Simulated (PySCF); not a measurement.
Geometries of 2 isomers of C5H7F3O, from PySCF, PBE0-D3(BJ)/def2-SVP geometry optimisation, gas phase. One conformer each, no zero-point energy, no frequencies.

Question: Which is lower in electronic energy at this level?
A.
```xyz
16
angstrom
C      1.922   -0.789    0.195
O      0.742   -0.525    0.915
C     -0.301    0.027    0.205
C     -1.084   -0.969   -0.616
F     -1.543   -1.967    0.135
F     -2.133   -0.390   -1.213
F     -0.332   -1.515   -1.584
C     -0.196    1.439   -0.291
C     -1.062    1.112    0.891
H      2.230    0.081   -0.413
H      2.705   -0.997    0.936
H      1.820   -1.661   -0.470
H     -0.682    1.701   -1.234
H      0.754    1.943   -0.101
H     -0.689    1.370    1.884
H     -2.146    1.145    0.767
```
B.
```xyz
16
angstrom
C     -0.862   -1.322   -0.666
C     -0.231   -0.133    0.016
C     -1.219    1.024    0.125
F     -1.592    1.438   -1.092
F     -0.679    2.069    0.757
F     -2.318    0.673    0.790
C      1.162    0.321   -0.456
C      1.569    0.045    0.994
O      0.265   -0.445    1.317
H     -1.735   -1.665   -0.093
H     -1.185   -1.062   -1.685
H     -0.133   -2.142   -0.717
H      1.607   -0.347   -1.204
H      1.243    1.361   -0.798
H      2.345   -0.724    1.145
H      1.832    0.939    1.584
```

Answer: B. That is `C[C@]1(C(F)(F)F)CCO1`, 10.4 kcal/mol below the other.

```
              SMILES                                       atoms numbered as above      E (Eh)  relative (kcal/mol)  relative (kJ/mol)  dipole (D)
C[C@]1(C(F)(F)F)CCO1  [CH3:1][C@:2]1([C:3]([F:4])([F:5])[F:6])[CH2:7][CH2:8][O:9]1  -568.47907                  0.0                0.0        2.78
   COC1(C(F)(F)F)CC1   [CH3:1][O:2][C:3]1([C:4]([F:5])([F:6])[F:7])[CH2:8][CH2:9]1  -568.46256                 10.4               43.4        2.18
```

As drawn, the lower has a four-membered ring, which the higher lacks; the higher has a three-membered ring, which the lower lacks.
